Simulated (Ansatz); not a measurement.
Te3Pt2. The state is a singlet with charge 0. Geometry PBE-D4/def2-SVP.

```
atom   x (Å)   y (Å)   z (Å)
 Pt1   0.551  -0.416  -1.969
 Pt2  -0.530   1.721  -1.093
 Te3   0.186  -1.962  -0.086
 Te4   1.054  -0.319   2.007
 Te5  -1.262   0.976   1.141
```

In the def2 sets Pt, Te take a core potential; there is no spin–orbit coupling. HSE06 is defined as in plane-wave codes, on full-range PBE exchange. The restricted singlet is unstable towards broken spin symmetry in Hartree–Fock (as tested in another run); at r2SCAN-D4/def2-TZVP, B97M-V/def2-TZVP, PBE0-D4/def2-TZVP, r2SCAN0-D4/def2-TZVP and others this wasn't settled. Another isomer (singlet) lies 0.58 eV lower at PBE0-D4/def2-TZVP; other spin states weren't run for this one.

(1) Estimate the orbital energies around the gap (eV) in Ansatz with r2SCAN-D4/def2-TZVP, B97M-V/def2-TZVP, PBE0-D4/def2-TZVP, r2SCAN0-D4/def2-TZVP, HSE06-D4/def2-TZVP.

Answers

(1) 
| orbital | r2SCAN-D4/def2-TZVP | B97M-V/def2-TZVP | PBE0-D4/def2-TZVP | r2SCAN0-D4/def2-TZVP | HSE06-D4/def2-TZVP |
| --- | --- | --- | --- | --- | --- |
| HOMO−9 | -7.31 | -7.20 | -8.30 | -8.54 | -7.90 |
| HOMO−8 | -7.06 | -6.96 | -8.13 | -8.34 | -7.74 |
| HOMO−7 | -6.83 | -6.75 | -7.75 | -7.96 | -7.36 |
| HOMO−6 | -6.29 | -6.21 | -7.28 | -7.49 | -6.88 |
| HOMO−5 | -6.19 | -6.12 | -7.14 | -7.35 | -6.76 |
| HOMO−4 | -5.89 | -5.79 | -6.76 | -6.93 | -6.38 |
| HOMO−3 | -5.56 | -5.43 | -6.51 | -6.73 | -6.11 |
| HOMO−2 | -5.48 | -5.34 | -6.41 | -6.62 | -6.01 |
| HOMO−1 | -5.30 | -5.28 | -6.19 | -6.34 | -5.83 |
| HOMO | -4.98 | -4.93 | -5.72 | -5.85 | -5.35 |
| LUMO | -4.30 | -4.14 | -3.65 | -3.67 | -4.01 |
| LUMO+1 | -3.88 | -3.86 | -3.27 | -3.23 | -3.62 |
| LUMO+2 | -3.40 | -3.21 | -2.74 | -2.72 | -3.11 |
| LUMO+3 | -3.10 | -2.92 | -2.44 | -2.39 | -2.81 |
| LUMO+4 | -2.00 | -1.97 | -1.36 | -1.26 | -1.72 |
| LUMO+5 | -0.57 | -0.77 | -0.13 | -0.04 | -0.48 |
